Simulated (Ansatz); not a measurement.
Program: Ansatz. Geometries: PBE0-D4/def2-TZVP. ΔE: electronic, gas phase. CCSD(T)/CBS adds triple-zeta CCSD(T) − MP2 to the extrapolated MP2 energy (def2 sets, frozen cores). DFT in def2-TZVPP. One conformer a species, not always the lowest.

Consider the redistribution: `[SiH3]OB(S)S` + `OBCF` → `[SiH3]OBS` + `OBC(F)S`.

`[SiH3]OB(S)S`:

```xyz
10

Si   -1.162    1.360    0.369
O     0.042    0.244    0.556
B     0.632   -0.729   -0.172
S     0.069   -1.081   -1.869
S     1.993   -1.703    0.528
H    -1.846    1.172   -0.935
H    -0.551    2.709    0.436
H    -2.120    1.177    1.483
H     0.941   -2.071   -2.111
H     2.001   -1.077    1.716
```

`OBCF`:

Z-matrix (Å, degrees):
```
C
B 1 1.572
F 1 1.389 2 112.6
H 1 1.098 2 110.8 3 -121.2
H 1 1.098 2 110.7 3 121.1
O 2 1.352 1 116.8 3 179.8
H 2 1.201 1 122.0 3 -0.2
H 6 0.960 2 113.6 1 180.0
```

`[SiH3]OBS`:

Cartesian coordinates in Å:
```
Si 0.244 -0.156 -1.360
O 0.143 0.852 -0.063
B -0.115 0.857 1.260
S -0.535 -0.589 2.259
H 1.642 -0.139 -1.849
H -0.135 -1.547 -0.993
H -0.679 0.349 -2.402
H -0.072 1.891 1.861
H -0.492 -1.519 1.288
```

`OBC(F)S`:

Cartesian coordinates in Å:
```
O -0.188 -0.977 1.797
B 0.091 -1.012 0.487
C 0.237 0.359 -0.303
F 0.141 1.429 0.598
S -1.013 0.456 -1.580
H -0.277 -0.070 2.117
H 0.237 -2.066 -0.053
H 1.223 0.434 -0.771
H -0.451 1.446 -2.294
```

(1) Is it downhill or uphill in electronic energy at CCSD(T)/CBS, and by how much? (Estimate.)

(2) What do these levels give: r2SCAN-D4, ωB97X-V, B2PLYP, PBE, MP2/def2-TZVPP, MP2/CBS(def2)? (Best estimate.)

Largest T1 diagnostic among the species: 0.013.

Answers

(1) Ansatz gave: Uphill: ΔE = +94.1 kJ/mol.

(2) The calculation gave: r2SCAN-D4 94.5, ωB97X-V 93.0, B2PLYP 93.9, PBE 89.0, MP2/def2-TZVPP 99.5, MP2/CBS(def2) 98.4 kJ/mol.

From PBE to PBE0 (25 % exact exchange), in def2-TZVPP and without D4, ΔE moves by +6.2 kJ/mol.
